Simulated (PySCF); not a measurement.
Ligand exchange on a metal centre used in film growth or etching (W F-NH2). Isolated molecules, 0 K electronic values unless said otherwise. One relaxed conformer stands for each flexible species; it need not be the lowest.

These are B3LYP-D3(BJ)/def2-TZVP // BP86-D3(BJ)/def2-SVP in PySCF 2.14.0 values and carry that method's errors. B3LYP has the VWN-RPA correlation part, as in Gaussian. 

```tsv
species	HOMO–LUMO gap (eV)	charge on the central atom (Mulliken) (e)	mean distance from the central atom to its bonded neighbours (Å)
0 of 6 F replaced by NH2	(withheld)	1.85	1.862
1 of 6 F replaced by NH2	4.61	1.77	1.891
2 of 6 F replaced by NH2 ([W(F)4(NH2)2])	(withheld)	1.64	(withheld)
3 of 6 F replaced by NH2	5.27	(withheld)	1.943
4 of 6 F replaced by NH2 ([W(F)2(NH2)4])	4.53	1.45	1.970
5 of 6 F replaced by NH2 ([W(F)(NH2)5])	4.38	1.33	(withheld)
6 of 6 F replaced by NH2 ([W(NH2)6])	4.50	1.38	2.017
```

**Question.** Complete the blanks.

**Answer.** 
- 0 of 6 F replaced by NH2, HOMO–LUMO gap (eV): 7.29
- 2 of 6 F replaced by NH2 ([W(F)4(NH2)2]), HOMO–LUMO gap (eV): 4.99
- 2 of 6 F replaced by NH2 ([W(F)4(NH2)2]), mean distance from the central atom to its bonded neighbours (Å): 1.920
- 3 of 6 F replaced by NH2, charge on the central atom (Mulliken) (e): 1.58
- 5 of 6 F replaced by NH2 ([W(F)(NH2)5]), mean distance from the central atom to its bonded neighbours (Å): 1.996
